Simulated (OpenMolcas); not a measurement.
Ions of charge +3 along the 4f row on the Y site of Cs2NaYF6

```yaml
Program: OpenMolcas
Method: CASSCF
Spin-orbit_coupling: state interaction with AMFI integrals over the reference wave functions
```

The f shell is active. Each dopant is a cluster with its nearest anions in model potentials and point charges, with no relaxation. Distances were set from a Shannon-type radius of the metal (high-spin where two are listed) plus a fixed donor radius (F 1.31 Å), in hosts weighted 0.65 to 0.35 with the host's distance in the model lattice. Ligand basis ANO-RCC-VDZP, DKH2 Hamiltonian. States (labels of O, the rotations of Oh). Energies in cm-1 above the lowest state or level, χT in cm3 K/mol; under a threefold ground state the first gap can be a small split of the lowest multiplet, not the spin-orbit step. Free-ion χT is g² J(J+1) / 8 for Hund's level.

```csv
Ion,Shell,R (Å),Metal basis,Ground state,First state of that spin,First gap with spin-orbit (degeneracies),Width of lowest J,χT at 300 K,Free-ion χT
Ce3+,4f1,2.27,ANO-RCC-VDZP,2A2,2T2 790.9,"1131 (2, 4)",1131,0.354,0.804
Pr3+,4f2,2.257,ANO-RCC-VDZP,3T1,3T2 815.6,"428.2 (1, 3)",1175,1.118,1.600
Nd3+,4f3,2.253,ANO-RCC-VDZP,4A2,4T2 313.9,"260.2 (4, 2)",543,1.431,1.636
Pm3+,4f4,2.244,ANO-RCC-VDZP,5T2,5A1 27.7,"345.8 (3, 1)",379,0.877,0.900
Sm3+,4f5,2.236,ANO-RCC-VDZP,6T1,6E 255.8,"223.0 (2, 4)",223,0.304,0.089
Eu3+,4f6,2.229,ANO-RCC-VDZP,7T1,7T2 734.7,"358.3 (1, 3)",,1.374,0
Gd3+,4f7,2.224,ANO-RCC-VDZP,8A1,,,,7.851,7.875
Tb3+,4f8,2.214,ANO-RCC-VDZP,7A2,7T2 443.4,"47.2 (1, 3)",535,11.410,11.812
Dy3+,4f9,2.207,ANO-RCC-VDZP,6T1,6T2 396.9,"44.7 (2, 4)",537,13.714,14.167
Ho3+,4f10,2.199,ANO-RCC-VDZP,5A2,5T2 130.4,"15.1 (2, 3)",352,13.672,14.062
Er3+,4f11,2.192,ANO-RCC-VDZP,4A1,4T2 12.8,"24.1 (4, 2)",385,11.223,11.475
Tm3+,4f12,2.186,ANO-RCC-VDZP,3T1,3E 132.8,"73.2 (1, 3)",508,6.910,7.146
```

χT departs most from the free-ion value for Eu3+, by +1.374 cm3 K/mol.

Without dynamic correlation the ligand-field splitting of an f shell can come out too small, at times by half (holds for Pr3+; Nd3+; Pm3+; Sm3+; Eu3+; Tb3+; Dy3+; Ho3+; Er3+; Tm3+). High states are left out of the spin-orbit mixing, which shifts the levels that they would mix with (holds for Nd3+; Pm3+; Sm3+; Eu3+; Tb3+; Dy3+; Ho3+; Er3+). No quartet enters the spin-orbit mixing, so the splitting and order within the octet and the sextets are unsound, and g values and χT are rough (holds for Gd3+). A group larger than the point group allows holds several states that coincide in this model. No measured value stands beside these numbers; the geometry was set by hand and not optimised.
